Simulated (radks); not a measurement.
Problem. The mean radii <r> (bohr) of the occupied orbitals of an atom or ion are listed with their occupations. All-electron calculation, Dirac Kohn-Sham, PBE, spin-unpolarised, spherical densities, finite nucleus; Fermi nuclear charge, rms radius of each element as measured or else 0.836 A^(1/3) + 0.57 fm. Program: a radial shooting solver on a logarithmic mesh with Libxc functionals.

| orbital | occ. | <r> |
|---|---|---|
| 1s1/2 | 2 | 0.03263 |
| 2s1/2 | 2 | 0.1406 |
| 2p1/2 | 2 | 0.1195 |
| 2p3/2 | 4 | 0.1242 |
| 3s1/2 | 2 | 0.3594 |
| 3p1/2 | 2 | 0.3464 |
| 3p3/2 | 4 | 0.3544 |
| 3d3/2 | 2 | 0.3154 |

Name the element and its charge. Open shells, if any, fill j = l - 1/2 first.

Solution. Z = 45, rhodium, charge +25: Rh25+ in [Ar] 3d2. The 1s radius gives Z: for a bare nucleus <r> = (2 gamma + 1)/(2Z) with gamma = sqrt(1 - (Z/c)^2), 0.0321 bohr for Z = 45, and screening makes it slightly larger (0.03263 here). The occupations add up to 20, and the charge is Z minus that.
